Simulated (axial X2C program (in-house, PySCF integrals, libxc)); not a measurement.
Worked dissociation energy of CSe: PBE50, without spin–orbit coupling

Computed with an in-house relativistic program for diatomic molecules. Spin-free means the one-electron spin-free X2C Hamiltonian. Basis: Se dyall-cv3z [8s9p6d4f1g], C dyall-v3z [7s6p2d1f] (cores contracted in-house); Gaussian nuclei, density fitting, unrestricted open shells. Masses: Se 79.917 u, C 12.000 u.

Molecular state: M_S = 0, Λ = 0 (closed shell).

```
E(Se) (2M_S = 2, M_L = 0) : -2429.662913 hartree
E(C) (2M_S = 2, M_L = 0)  : -37.832116 hartree
E(CSe) at Re              : -2467.698081 hartree
ωe                        : 1133.8 cm⁻¹
ωexe                      : 4 cm⁻¹
```

Problem. Work out De and D0.

Solution. De = -2429.662913 + (-37.832116) − (-2467.698081) = 0.20305 hartree = 5.525 eV. The zero-point energy is ωe/2 − ωexe/4 = 566 cm⁻¹ = 0.070 eV, so D0 = 5.455 eV.

One determinant describes the state; a PBE0 search over occupations chose it and may have missed a lower one. The closed shell is kept restricted, so the energy runs too high when the bond is stretched far. Dissociation energies refer to the lowest single-determinant-based atoms at the same level and basis. Spin-free De lacks the spin–orbit lowering of the heavy p-block atom, a tenth of an eV or more for 4p and 5p, up to an eV for 6p and one to two eV for 7p atoms, less what an open-shell molecule gains itself.

Each atomic determinant is the lowest at this level and need not be a pure term. Totals compare only within one Hamiltonian and basis.
